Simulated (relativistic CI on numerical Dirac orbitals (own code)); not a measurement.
Fe⁷⁺: 3p photoemission

Computed with this model: Dirac-Coulomb-Breit CI, orbitals from a KLI potential per configuration, model QED (radiative potential, 1s self-energy scaled to tabulated hydrogen-like ionisation energies), multiplet model of photoemission in the sudden approximation, unscaled Slater integrals; configurations [Ar] 3d → [Ne] 3s2 3p5 3d; 80 K; Lorentzian 0.8 eV and Gaussian 0.6 eV FWHM. Energies are those of the free ion, without screening or charge transfer. The energies are binding energies and can lie tens of eV above those of solids. S is read from ⟨S²⟩ = S(S + 1).

Field parameters in Wybourne normalisation: D3d B²₀ = −7Dσ, B⁴₀ = −14Dq − 21Dτ, B⁴₃ = −14√(10/7) Dq; Oh B⁴₀ = 21Dq, B⁴₄ = √(5/14) B⁴₀. The field is a parameter set, without covalency.

Peaks in eV (height, largest 100): 199.9 (43), 202.8 (100), 206.8 (91), 225.6 (16).

(1) Which surroundings give this spectrum?
A. free ion
B. D3d, 10Dq = 10150, Dσ = -1040, Dτ = -130 cm⁻¹
C. D3d, 10Dq = 13950, Dσ = -1160, Dτ = -450 cm⁻¹
D. D3d, 10Dq = 26600, Dσ = -1070, Dτ = -150 cm⁻¹

Answers

(1) A. free ion, where the ground state has S = 0.50.
